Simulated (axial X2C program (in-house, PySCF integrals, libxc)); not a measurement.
**Levels of LaH⁻ by electron attachment to LaH (EOM-EA-CCSD)**

Calculated with an in-house all-electron X2C program for linear molecules (integrals from PySCF): two-component X2C with atomic mean-field Coulomb and Gaunt terms, Gaussian nuclei, basis La dyall-cv3z, H dyall-av3z with contracted cores.

R = 2.079 Å (near the PBE0 minimum at charge 0 of the determinant lowest at the starting distance; the state shown can have its own minimum elsewhere, which is not the closed-shell reference).

Hartree–Fock spinors of LaH (one of each Kramers pair; a window near the gap, which can cut inner shells):

| ω | occupied | ε (eV) | character |
| --- | --- | --- | --- |
| 1/2 | yes | -30.91 | 96% La p |
| 1/2 | yes | -28.23 | 94% La p, 2% H p |
| 3/2 | yes | -28.14 | 98% La p |
| 1/2 | yes | -10.19 | 58% H s, 25% La d, 7% La p |
| 1/2 | yes | -5.15 | 63% La s, 18% La d, 10% H s |
| 1/2 | no | 0.27 | 90% La p, 9% La d |
| 3/2 | no | 0.34 | 95% La p, 4% La d |
| 1/2 | no | 0.35 | 84% La p, 14% La d |
| 3/2 | no | 1.03 | 99% La d |
| 5/2 | no | 1.08 | 99% La d |
| 1/2 | no | 1.25 | 73% La d, 8% La p, 7% H p |

Levels of LaH⁻ obtained by attaching an electron to LaH:

| Ω | binding energy (eV) | above lowest (cm⁻¹) | attached spinor | one-particle weight |
| --- | --- | --- | --- | --- |
| 3/2 | 0.371 | 0 | 89% La dδ, 7% La dπ | 0.85 |
| 1/2 | 0.303 | 544 | 44% La dπ, 32% La pπ, 15% La pσ | 0.90 |
| 5/2 | 0.290 | 649 | 99% La dδ | 0.85 |
| 3/2 | 0.210 | 1293 | 55% La dπ, 38% La pπ | 0.89 |
| 1/2 | 0.159 | 1708 | 57% La pσ, 21% La dσ, 11% La dπ | 0.93 |
| 1/2 | -0.084 | 3669 | 61% La pπ, 28% La dπ, 9% H pπ | 0.91 |
| 3/2 | -0.133 | 4066 | 63% La pπ, 27% La dπ, 8% H pπ | 0.91 |
| 1/2 | -1.060 | 11540 | 60% La sσ, 34% H sσ | 0.96 |
| 1/2 | -1.379 | 14110 | 76% La pσ, 10% La dσ, 6% La sσ | 0.93 |

Question: What is the splitting of the first π pair in the table, and is it regular or inverted?

Answer: E(3/2) − E(1/2) = 1293 − 544 = 749 cm⁻¹ at EOM-EA-CCSD: regular, Ω = 1/2 lower. Splittings at this level can be off by ten to twenty per cent.

Negative binding energies belong to unbound states, resonances or levels that the basis set holds; within some tenths of an eV of zero the sign is not settled.

This point took 18 s on 1 thread of Arm Neoverse V2, on a shared host.

Reference electrons by ω block (each with its −ω partner): 1/2: 19, 3/2: 8, 5/2: 2. 12 electrons of LaH correlated (inner shells frozen), 92 natural virtual spinors (a truncated set); levels can be off by some tenths of an eV. Roots sought by Ω: (1/2: 5, 3/2: 4, 5/2: 2, 7/2: 1); rows need 60 % one-particle weight and stop where some Ω has no more roots. Missing are any skipped roots, higher Ω and states of a further excitation; these come out far too high here and may in truth be low or lowest. T1 of the reference 0.027 (Lee–Taylor). Number of frozen shells: La 4 s, 3 p, 2 d; H none. The closed-shell reference lies 0.19 eV above the lowest PBE0 determinant. Large amplitudes in the reference (orbital relaxation or multireference character) lower the reliability.
